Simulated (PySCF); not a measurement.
C₂H₁₀AlAs.
SMILES: `C[CH2][AlH2-][AsH3+]`

Jobs on this species (14 atoms, 68 electrons) with PySCF (density fitting). Hardware of each: an Arm Neoverse V1 with one thread, no GPU, shared host. Other jobs ran on the host; a repeat could differ by tens of per cent or more. Peak memory is the resident size of the whole Python process, interpreter and libraries included.

```tsv
level and settings	work	basis functions	SCF cycles	wall time	peak memory
delta-SCF UKS PBE0, pcX-2 on the ionised atom, pcseg-1 elsewhere, spin-free X2C	ΔSCF core ionisation, 4 holes	165	?	?	?
delta-SCF UKS SCAN, pcX-2 on the ionised atom, pcseg-1 elsewhere, non-relativistic	ΔSCF core ionisation, 4 holes	165	57	28 s	0.56 GiB
delta-SCF UKS PBE, pcX-2 on the ionised atom, pcseg-1 elsewhere, spin-free X2C	ΔSCF core ionisation, 4 holes	165	55	18 s	0.56 GiB
delta-SCF UKS HF, pcX-2 on the ionised atom, pcseg-1 elsewhere, spin-free X2C	ΔSCF core ionisation, 4 holes	165	49	23 s	0.55 GiB
PBE0-D3(BJ)/def2-SVP, grid level 1	geometry optimisation from a GFN2-xTB start shaken at random	128	74	87 s	0.54 GiB
delta-SCF UKS B3LYP, pcX-2 on the ionised atom, pcseg-1 elsewhere, spin-free X2C	ΔSCF core ionisation, 4 holes	165	51	38 s	0.66 GiB
delta-SCF UKS SCAN, pcX-1 on the ionised atom, pcseg-1 elsewhere, spin-free X2C	ΔSCF core ionisation, 4 holes	145	55	23 s	0.46 GiB
delta-SCF UKS SCAN, def2-TZVP on the ionised atom, pcseg-1 elsewhere, spin-free X2C	ΔSCF core ionisation, 4 holes	142	55	26 s	0.46 GiB
delta-SCF UKS SCAN, pcX-2 on the ionised atom, pcseg-1 elsewhere, spin-free X2C	ΔSCF core ionisation, 4 holes	165	58	29 s	0.60 GiB
```

Problem. Fill in the missing figures.

Solution. 
- delta-SCF UKS PBE0, pcX-2 on the ionised atom, pcseg-1 elsewhere, spin-free X2C; ΔSCF core ionisation, 4 holes: 36 s, 0.71 GiB, 49 SCF cycles

Problem. What do all jobs in the table cost together?

Solution. About 5.1 min; the longest takes about 28 % of that, and about 4.8 times as long as the shortest.
